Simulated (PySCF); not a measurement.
Job file and geometry (Å, from GFN2-xTB) of an NMR shielding run on SMILES FC(F)=C(F)P1C=CCC1, C₆H₆F₃P, GIAO PBE0/pcSseg-1 NMR shielding, non-relativistic, gas phase in PySCF 2.14.0, density-fitted response routines; density fitting, a coarse starting grid and PySCF grid level 2 are the driver's defaults:

```
$ OMP_NUM_THREADS=1 python probes_run.py task.json out

{"job": {"kind": "nmr", "xc": "PBE0", "basis": "pcSseg-1"}, "charge": 0, "multiplicity": 1}
F      2.654636     1.313883    -0.815759
C      2.585604     0.393778     0.142187
F      3.566623     0.557595     1.020641
C      1.616766    -0.512040     0.174075
F      1.616180    -1.432328     1.158028
P      0.363369    -0.718267    -1.177342
C     -0.317455     0.975261    -1.088119
C     -1.281201     1.109205    -0.187337
C     -1.631035    -0.102624     0.615362
C     -1.038145    -1.316770    -0.107573
H      0.045499     1.756513    -1.733584
H     -1.796692     2.038149     0.005373
H     -2.710925    -0.201398     0.737152
H     -1.198654     0.002542     1.615423
H     -1.776309    -1.752284    -0.786666
H     -0.705860    -2.102269     0.571016
```

Question: What does the program print?

Answer: 
```
coarse grid: 15120 points
cycle   1  E = -872.1240817911  dE =  1.626e+00  |g| = 7.629e-01  |ddm| = 3.891e+00
cycle   2  E = -871.9995222971  dE =  1.246e-01  |g| = 1.148e+00  |ddm| = 1.289e+00
cycle   3  E = -872.2290993939  dE = -2.296e-01  |g| = 8.895e-02  |ddm| = 8.711e-01
cycle   4  E = -872.2301180836  dE = -1.019e-03  |g| = 5.307e-02  |ddm| = 1.243e-01
cycle   5  E = -872.2306742691  dE = -5.562e-04  |g| = 1.215e-02  |ddm| = 6.022e-02
cycle   6  E = -872.2307005307  dE = -2.626e-05  |g| = 5.351e-03  |ddm| = 1.429e-02
cycle   7  E = -872.2307075872  dE = -7.056e-06  |g| = 7.896e-04  |ddm| = 5.326e-03
final grid: 146224 points
cycle   8  E = -872.3096116288  dE = -4.423e-05  |g| = 9.178e-03  |ddm| = 3.267e-02
cycle   9  E = -872.3095939991  dE =  1.763e-05  |g| = 1.306e-02  |ddm| = 1.903e-02
cycle  10  E = -872.3096314734  dE = -3.747e-05  |g| = 1.025e-03  |ddm| = 1.123e-02
cycle  11  E = -872.3096316621  dE = -1.887e-07  |g| = 4.093e-04  |ddm| = 1.161e-03
cycle  12  E = -872.3096317004  dE = -3.829e-08  |g| = 1.271e-04  |ddm| = 4.723e-04
cycle  13  E = -872.3096317035  dE = -3.138e-09  |g| = 3.965e-05  |ddm| = 1.312e-04
cycle  14  E = -872.3096317038  dE = -3.270e-10  |g| = 9.083e-06  |ddm| = 4.999e-05
converged SCF energy = -872.3096317038

GIAO shielding tensors (ppm)
atom      isotropic    diamagn.    paramagn.     s11        s22        s33       span
  0 F      292.861     475.783    -182.922    248.928    309.469    320.185     71.257
  1 C       18.986     250.362    -231.377    -50.959     51.164     56.752    107.711
  2 F      263.501     469.634    -206.132    222.607    276.575    291.322     68.714
  3 C       44.439     255.862    -211.422      8.317     44.778     80.222     71.905
  4 F      370.787     472.232    -101.445    277.119    389.000    446.242    169.122
  5 P      349.400     964.957    -615.557    306.701    349.074    392.424     85.723
  6 C       51.814     260.423    -208.609    -54.119     63.610    145.951    200.070
  7 C       32.080     254.242    -222.163    -78.046     35.229    139.056    217.102
  8 C      147.392     247.895    -100.503    120.338    152.823    169.015     48.678
  9 C      161.091     252.860     -91.769    137.679    165.330    180.264     42.585
 10 H       25.230      32.171      -6.942     23.566     25.337     26.786      3.220
 11 H       24.877      30.767      -5.890     23.325     24.426     26.879      3.553
 12 H       28.946      29.157      -0.210     23.747     26.916     36.176     12.429
 13 H       28.797      30.294      -1.497     24.963     26.913     34.516      9.554
 14 H       29.808      30.194      -0.386     23.651     27.947     37.828     14.177
 15 H       29.135      30.407      -1.272     24.956     27.574     34.876      9.920
```

Size and cost of the density-fitted run: 207 basis functions, about 2 core-minutes.
